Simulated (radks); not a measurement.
Valence configurations of the promethium ion Pm+ (all share [Xe]). Method: Dirac Kohn-Sham, BLYP, spin-unpolarised, spherical densities, finite nucleus; open shells fill j = l - 1/2 first; Fermi nuclear charge, rms radius 4.962 fm; computed with a radial shooting solver on a logarithmic mesh with Libxc functionals. Energies are relative to 4f5 6s1; eigenvalues in eV.

valence,E (eV),e(4f5/2),e(5d3/2),e(6p1/2),e(6s1/2)
4f5 6s1,0.000,-8.061,-,-,-8.328
4f5 5d0.5 6s0.5,0.571,-7.159,-6.696,-,-7.947
4f4.5 5d0.5 6s1,0.855,-10.630,-7.915,-,-8.606
4f5 5d1,1.246,-6.346,-6.145,-,-
4f5 6s0.5 6p0.5,1.439,-8.572,-,-5.732,-8.632
4f4.5 5d0.5 6s0.5 6p0.5,2.345,-11.139,-8.323,-5.901,-8.902
4f5 6p1,2.900,-9.072,-,-5.977,-
4f4 6s1 6p1,6.108,-16.830,-,-6.860,-10.248
4f3.5 6s1 6p1.5,12.164,-21.818,-,-7.506,-11.164
4f3 6s1 6p2,20.475,-27.113,-,-8.131,-12.055

NIST lists [Xe] 4f5 6s1 as the ground configuration; this level of theory agrees among the configurations tried. The energies are those of spherical spin-averaged densities, not of single terms.
